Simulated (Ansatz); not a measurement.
Consider the cleavage of the Si–In bond: `F[CH2][InH][SiH3]` + `[OH][Ga]([F])[F]` → `[F][Ga]([F])[O][SiH3]` + `F[CH2][InH2]`.

Computed with Ansatz on PBE0-D4/def2-TZVP structures; ΔE is electronic, products minus reactants. CCSD(T)/CBS is the MP2 limit (def2-TZVPP, def2-QZVPP) plus CCSD(T) − MP2 in def2-TZVPP, frozen cores. Functionals use def2-TZVPP. Elements past krypton have def2 core potentials. For Ga, In outer-core shells are correlated without core-valence functions, which leaves a few kJ/mol of doubt a bond. Scalar relativity is left out up to krypton. One conformer a species, not always the lowest.

```json
{"level": "PBE0-D4", "ΔE (kcal/mol)": "-11.7"}
{"level": "ωB97M-V", "ΔE (kcal/mol)": "-15.6"}
{"level": "B2PLYP", "ΔE (kcal/mol)": "-15.9"}
{"level": "HF/def2-QZVPP", "ΔE (kcal/mol)": "-23.2"}
```

What does CCSD(T)/CBS give? (An estimate is asked.)

The calculation gave: -14.9 kcal/mol. The listed levels differ from it by 3.2, -0.7, -1.0, -8.3 kcal/mol.

Largest T1 diagnostic among the species: 0.015.

From PBE to PBE0 (25 % exact exchange), in def2-TZVPP and without D4, ΔE moves by −2.4 kcal/mol. In def2-TZVPP, CCSD(T) changes the Hartree–Fock value by +7.0 kcal/mol (the triples alone add +0.9 kcal/mol) and MP2 by +6.6 kcal/mol.
